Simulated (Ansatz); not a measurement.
`CB(Br)CF`, relaxed with RKS PBE-D4/def2-SVP in the Gaussian-basis code of Ansatz from a rough embedded geometry. The force threshold is 0.03 eV/Å; the program also tests the step.

The species carries charge 0 and has multiplicity 1.

Start:

```xyz
10

C     0.642    1.212    0.436
B     0.428   -0.344    0.027
Br    1.998   -1.565    0.057
C    -0.924   -0.932   -0.370
F    -1.476   -0.303   -1.469
H     1.649    1.412    0.625
H    -0.017    1.432    1.272
H     0.312    1.810   -0.482
H    -1.697   -0.730    0.468
H    -0.915   -1.993   -0.565
```

Q: How much energy does the relaxation release, and in how many steps? (An estimate is asked.)

A: Computed: 11.66 kcal/mol, in 9 steps.

Q: Which bonds change most? (Estimate.)

A: Computed: C1–B2 from 1.623 to 1.557 Å; C1–H6 from 1.044 to 1.106 Å; B2–Br3 from 1.989 to 1.937 Å; B2–C4 from 1.526 to 1.577 Å.

Q: Give the relaxed structure. (Estimate.)

A: The calculation gave: 
```xyz
10

C     0.698    1.202    0.234
B     0.400   -0.324    0.167
Br    1.668   -1.623    0.842
C    -0.945   -0.924   -0.400
F    -1.819    0.053   -0.872
H     1.768    1.467    0.322
H     0.187    1.581    1.151
H     0.221    1.743   -0.609
H    -1.458   -1.529    0.387
H    -0.720   -1.647   -1.223
```
